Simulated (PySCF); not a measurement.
A structure optimised at PBE0-D3(BJ)/def2-SVP (Å):
```
C 
C   1  1.3367
C   2  1.4631  1  123.90
N   3  1.3190  2  121.81  1    -0.11
S   4  1.6481  3  110.72  2  -179.97
C   5  1.7064  4   95.41  3     0.01
C   6  1.3704  5  108.21  4    -0.01
Cl  7  1.7182  3  124.05  2    -0.14
H   1  1.0920  2  121.14  3   179.99
H   1  1.0933  2  120.59  3     0.01
H   2  1.0934  1  120.79  3   179.98
H   6  1.0889  5  124.04  4  -179.98
```
Z-matrix in Å and degrees, rows numbered from 1.

Neutral, closed shell.

Task: Read off the bonds between heavy atoms and their formal orders.

Result: C1–C2 (double); C2–C3 (single); C3–N4 (aromatic); N4–S5 (aromatic); S5–C6 (aromatic); C6–C7 (aromatic); C7–Cl8 (single); C3–C7 (aromatic). Hydrogens: H9, H10 on C1; H11 on C2; H12 on C6. The orders are those of one drawing; other resonance forms can be drawn.

Task: Write the SMILES.

Result: `C=Cc1nscc1Cl`, C5H4ClNS. Among its features: C=C double bond, pyridine-type ring nitrogen, aromatic ring with sulfur and C–Cl bond.

Task: What is the point group of this geometry?

Result: Cs (every atom within 0.08 Å of its image).

Task: Which rings does it hold?

Result: C3–N4–S5–C6–C7 (5 members, 0.00 Å rms from planarity).

Task: Classify the heavy atoms.

Result: C1: terminal =CH2 carbon; C2: alkene CH carbon; C3: substituted aromatic carbon; N4: pyridine-type nitrogen; S5: ring sulfur; C6: aromatic CH next to a ring sulfur; C7: aromatic C–Cl carbon; Cl8: aryl chlorine.

Task: What is the arrangement about C7?

Result: It has 3 neighbours (C6, Cl8, C3) and is planar (angles 124.4°, 124.1° and 111.6°, sum 360.0°, 0.00 Å off the plane of its three neighbours).

Task: What is the arrangement about C2?

Result: It has 3 neighbours (C1, C3, H11) and is planar (angles 123.9°, 120.8° and 115.3°, sum 360.0°, 0.00 Å off the plane of its three neighbours).

These are computed values.
